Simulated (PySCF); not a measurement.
Polarisability and C₆ of N⁺ (nitrogen, charge +1)

[He] 2s2 2p2, high-spin 3P determinant. Calculation: PySCF 2.14, in ANO-RCC-VTZP; scalar relativity by spin-free X2C-1e. Coupled (time-dependent) response in atomic units; α is the mean over directions. The basis has no added diffuse functions, which lowers α and C₆.

```json
{"method": "UHF", "mean α (bohr³)": "3.820", "α xx, yy, zz": "3.904, 3.779, 3.779", "C₆ (like pair)": "7.988", "S(−4)": "12.99"}
{"method": "PBE", "mean α (bohr³)": "3.751", "α xx, yy, zz": "3.785, 3.733, 3.733", "C₆ (like pair)": "8.143", "S(−4)": "9.698"}
{"method": "PBE0", "mean α (bohr³)": "3.725", "α xx, yy, zz": "3.773, 3.701, 3.701", "C₆ (like pair)": "8.008", "S(−4)": "9.886"}
{"method": "TPSSh", "mean α (bohr³)": "3.765", "α xx, yy, zz": "3.807, 3.744, 3.744", "C₆ (like pair)": "8.199", "S(−4)": "9.993"}
{"method": "PW91", "mean α (bohr³)": "3.754", "α xx, yy, zz": "3.789, 3.737, 3.737", "C₆ (like pair)": "8.132", "S(−4)": "9.831"}
```

S(−4) is the Cauchy moment in α(ω) = α(0) + S(−4) ω² + …

α(iu) at TPSSh:

```
u (hartree)  α(iu) (bohr³)
          0          3.765
     0.0500          3.740
      0.100          3.670
      0.200          3.427
      0.300          3.119
      0.500          2.507
      0.750          1.905
       1.00          1.471
       1.50         0.9293
       2.00         0.6296
       3.00         0.3391
       5.00         0.1432
```

A single London oscillator, α(iu) = α/(1 + u²/ω²), gives C₆ = (3/4) ω α². Matching the computed C₆ needs ω = 4 × 8.199 / (3 × 3.765²) = 0.771 hartree.

For an ion, C₆ is the dispersion term alone; charge-induced terms of lower order in 1/R come first.

The components differ because the open shell of this determinant is not spherical; for a pure term their mean is the scalar polarisability.
